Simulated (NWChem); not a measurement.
GaH$_{2}$, doublet; SMILES [GaH2]

```xyz
3

Ga     0.0000     0.0000    -0.1070
H      1.3824     0.0000    -0.9030
H     -1.3824     0.0000    -0.9030
```
Atoms are numbered in this order, from 1.

Level: PBE0/def2-SVP, spin-unrestricted (NWChem), optimised geometry, unscaled harmonic frequencies. In the optimisation the excess spin sits in a1 (C2v, its own frame). This spin state was assumed; another may lie lower.

Task: List the harmonic frequencies with IR intensities, and the thermochemistry.

Result: 
| frequency (cm⁻¹) | IR intensity (km/mol) |
|---|---|
| 737 | 132.1 |
| 1817 | 82.6 |
| 1879 | 363.8 |

| Quantity | Value |
|---|---|
| zero-point energy | 6.3 kcal/mol |
| thermal correction to the enthalpy at 298.15 K (with zero-point energy) | 8.8 kcal/mol |
| heat capacity Cv | 6.8 cal/(mol K) |
| entropy at 298.15 K and 1 atm (symmetry number 2, electronic part: spin degeneracy alone) | 53.7 cal/(mol K) |
| dipole moment | 0.19 D |

Rigid rotor and harmonic oscillator.
